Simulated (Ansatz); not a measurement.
Basis sets compared for InCl2Br (InBrCl2). Charge 0, multiplicity 1. Geometry r2SCAN-D4/def2-SVP. Ansatz on 4 threads of Intel Xeon on a shared host; times are rough, and most runs start from earlier orbitals.

```xyz
4

In   -0.008   -0.014   -0.010
Cl   -0.466   -2.080    0.961
Cl   -0.580    0.317   -2.242
Br    1.054    1.776    1.292
```

In the def2 sets In takes a core potential, while STO-3G treats all electrons; there is no spin–orbit coupling.

STO-3G and 6-31G are all-electron sets without relativity, so their totals don't compare with the def2 sets.

Binding counts from free atoms (In doublet, Cl doublet, Br doublet) in the same basis, without a counterpoise term.

| level | functions | energy (Eh) | HOMO (eV) | LUMO (eV) | binding per atom (eV) | wall time |
| --- | --- | --- | --- | --- | --- | --- |
| HF/STO-3G | 63 | -9136.9679 | -9.07 | 4.12 | 3.19 | 3.9 s |
| HF/def2-TZVP | 172 | -3680.8295 | -11.94 | 0.28 | 1.82 | 15 s |
| PBE-D4/def2-SVP | 94 | -3683.4800 | -7.50 | -3.84 | 2.49 | 6.5 s |
| PBE-D4/def2-TZVP (with forces) | 172 | -3684.1237 | -7.68 | -3.99 | 2.51 | 14 s |
| r2SCAN-D4/def2-TZVP | 172 | -3684.8789 | -8.03 | -3.84 | 2.52 | 19 s |
| PBE0-D4/def2-SVP | 94 | -3683.6464 | -8.87 | -3.05 | 2.45 | 11 s |
| PBE0-D4/def2-TZVP | 172 | -3684.2854 | -8.99 | -3.16 | 2.48 | 18 s |

Question: Estimate the rows for PBE-D4/def2-TZVPD, r2SCAN-D4/def2-TZVPD, PBE0-D4/def2-TZVPD.

Answer: 
| level | functions | energy (Eh) | HOMO (eV) | LUMO (eV) | binding per atom (eV) | wall time |
| --- | --- | --- | --- | --- | --- | --- |
| PBE-D4/def2-TZVPD | 205 | -3684.1250 | -7.71 | -4.05 | 2.50 | 16 s |
| r2SCAN-D4/def2-TZVPD | 205 | -3684.8798 | -8.05 | -3.87 | 2.52 | 24 s |
| PBE0-D4/def2-TZVPD | 205 | -3684.2864 | -9.01 | -3.22 | 2.48 | 23 s |
